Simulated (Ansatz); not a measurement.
This geometry of C$_{2}$H$_{4}$AlB (8 atoms, charge 0, multiplicity 1) is a first-order saddle point.

Theory: Ansatz 0.2.0, RKS B3LYP-D4/def2-SVP.

```xyz
8
Properties=species:S:1:pos:R:3
B -1.100 1.526 -0.821
Al 0.516 0.109 -0.717
C 0.635 -1.102 0.769
C 0.698 -1.867 1.722
H -1.215 2.307 -1.737
H -1.952 1.593 0.034
H 1.660 -0.023 -1.807
H 0.759 -2.543 2.557
```

Q: Which two structures does it join? (They come from a converged band through this point; their orientation in space is the band's.)

A: No bond is made or broken. The dihedral H6–B1–Al2–C3 goes from 90 to -90°. The two ends are copies of one structure, up to a mirror image or an exchange of like atoms.

Initial state:

```xyz
8
Properties=species:S:1:pos:R:3
B -0.981 1.624 -0.669
Al 0.721 0.401 -0.374
C 0.517 -1.258 0.570
C 0.358 -2.309 1.175
H -1.699 1.525 -1.639
H -1.317 2.480 0.118
H 2.177 0.772 -0.889
H 0.223 -3.234 1.707
```

Final state:

```xyz
8
Properties=species:S:1:pos:R:3
B -0.981 1.624 -0.671
Al 0.720 0.400 -0.373
C 0.518 -1.258 0.574
C 0.359 -2.309 1.179
H -1.316 2.483 0.113
H -1.698 1.524 -1.642
H 2.175 0.771 -0.890
H 0.225 -3.234 1.711
```

Q: How far does it lie above each of them?

A: 0.140 eV above the first and 0.140 eV above the second. This is the barrier of this one path; another mechanism may lie lower.

Run time: 85 s on 1 thread of Arm Neoverse V2 (shared host), peak memory 0.14 GiB.
